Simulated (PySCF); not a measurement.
Species: BH7N2Si.
Numbering: `[NH2:1][BH:2][NH:3][SiH3:4]` (hydrogens: H5, H6 on N1; H7 on B2; H8 on N3; H9, H10, H11 on Si4)

Computed with PySCF 2.14.0, PBE0-D3(BJ)/def2-SVP geometry optimisation, gas phase.

(1) List the bond lengths, angles and torsions at this level.

Answers

(1) 
| bond | length (pm) |
| --- | --- |
| N1–B2 | 140.7 |
| B2–N3 | 142.8 |
| N3–Si4 | 174.3 |
| N1–H5, N1–H6 | 101.0 |
| B2–H7 | 121.3 |
| N3–H8 | 101.6 |
| Si4–H9, Si4–H10, Si4–H11 | 149.5 |

Bonds in one row agree within 1 pm and their mean is given. A selection of angles:
| angle | degrees |
| --- | --- |
| B2–N1–H5 | 121.7 |
| B2–N1–H6 | 124.5 |
| H5–N1–H6 | 113.7 |
| N1–B2–N3 | 123.0 |
| N1–B2–H7 | 118.3 |
| N3–B2–H7 | 118.7 |
| B2–N3–Si4 | 126.2 |
| B2–N3–H8 | 117.2 |
| Si4–N3–H8 | 116.5 |
| N3–Si4–H9 | 112.9 |
| N3–Si4–H10 | 110.1 |
| N3–Si4–H11 | 108.5 |
| H9–Si4–H10 | 106.8 |
| H9–Si4–H11 | 108.7 |

Dihedral angles: N1–B2–N3–Si4 -177° (antiperiplanar). The mirror-image conformer, all signs reversed, is as good.

B2 (three-coordinate boron) is planar (angles 123.0°, 118.7° and 118.3°, sum 360.0°, 0.00 Å off the plane of its three neighbours). The B–N distances run from 1.407 Å (N1–B2, drawn single) to 1.428 Å (B2–N3, drawn single), a spread of 0.021 Å. N3 (silicon-bound nitrogen) is planar (angles 126.2°, 117.2° and 116.5°, sum 359.9°, 0.02 Å off the plane of its three neighbours). Si4 (SiH3 silicon) is tetrahedral (angles from 106.8° to 112.9°). The 4 heavy atoms lie in one plane (0.016 Å rms). N1 (boron-bound nitrogen) is planar (angles 124.5°, 121.7° and 113.7°, sum 360.0°, 0.00 Å off the plane of its three neighbours).

Stationary, but not proved a minimum. The numbers are those of one conformer.
